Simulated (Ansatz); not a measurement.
Born–Oppenheimer molecular dynamics of CHOSe (4 atoms, charge 0, multiplicity 2). It starts at the highest image of a converged band, a first-order saddle point between two minima.

Method: UKS PBE0/def2-SVPD (Ansatz 0.2.0).

```
ensemble                      : NVE (velocity Verlet)
time step                     : 0.5 fs
steps asked                   : 200
starting velocities drawn for : 300 K
seed                          : 11011
```

First frame:

```xyz
4
Properties=species:S:1:pos:R:3
O -1.127 0.071 -0.135
C 0.142 -0.029 0.033
Se 1.414 -0.910 0.811
H -0.430 0.868 -0.708
```

**Question.** How far do the bonds stretch over the last three quarters of this one trajectory? (Pairs bonded in most of those frames.)

**Answer.** 
```
  bond  mean (Å)  spread (Å)  shortest  longest
 O1–C2     1.153       0.058      1.06     1.24
Se3–H4     1.566       0.163      1.29     1.84
```

Mean temperature of the second half: 4596 K. The conserved energy stayed within 2 meV per atom of its start (net change 0.23 meV per atom), so the integration is sound. The kinetic energy rose, since the run started high on the potential surface and went downhill. It ends in pieces (CO + HSe), so much of that is their flight and rotation, not heat. A run of 0.1 ps of so small a system gives no equilibrium averages.

Run time: 11 min on 2 threads of Intel(R) Xeon(R) CPU @ 2.60GHz (Ice Lake), with other jobs on the host, peak memory 0.28 GiB.
